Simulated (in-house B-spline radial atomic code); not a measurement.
Ti²⁺ is squeezed into an impenetrable sphere of radius R (the orbitals vanish at R). Level of theory: Dirac-Hartree-Fock, average of configuration, Fermi nucleus of rms radius 3.5921 fm; calculated with a B-spline radial code for spherical atoms.

Energies in eV above the free ion in [Ar] 3d2:

```tsv
R (bohr)	highest level (eV)	[Ar] 3d2	[Ne] 3s2 3p5 3d3
8.81	-26.7	1.753e-05	36.69
6.71	-26.7	0.002036	36.69
5.25	-26.6	0.04507	36.74
4.21	-26.3	0.3678	37.16
3.53	-25.5	1.484	38.6
3.22	-24.7	2.926	40.38
2.6	-20	13.18	52.12
2.05	-6.08	60.42	102.1
1.84	5.5	112.6	155.6
1.26	92.8	718.4	754.2
```

Question: Does [Ne] 3s2 3p5 3d3 fall below [Ar] 3d2 under compression?

Answer: No, it stays above over the whole range.

The highest level is first positive in the row R = 1.84 bohr, pushed up by confinement above the zero of the free ion's potential. Each configuration is held fixed and needn't be the lowest in the sphere.
